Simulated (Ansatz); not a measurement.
Ansatz results at the PBE0-D4/def2-TZVP geometry: LUMO energy (PBE0/def2-TZVPP) -0.98 eV; size of the dipole moment (B3LYP/def2-TZVPP) 0.70 D; size of the dipole moment (ωB97M-V/def2-TZVPP) 0.72 D.

Problem. Which molecule gave them?
A. `B1N=C[Te]1`
B. `[SiH3][N]1[CH2][AlH]1`
C. `C#C[Si](F)([AlH2])S`
D. `C[SiH]1[NH][AlH]1`

Solution. D. The others give `B1N=C[Te]1`: -2.05, 1.28, 1.24; `C#C[Si](F)([AlH2])S`: -2.36, 1.82, 1.86; `[SiH3][N]1[CH2][AlH]1`: -1.10, 2.33, 2.47.

B3LYP here is the variant with VWN-RPA as its local correlation; programs differ in this.
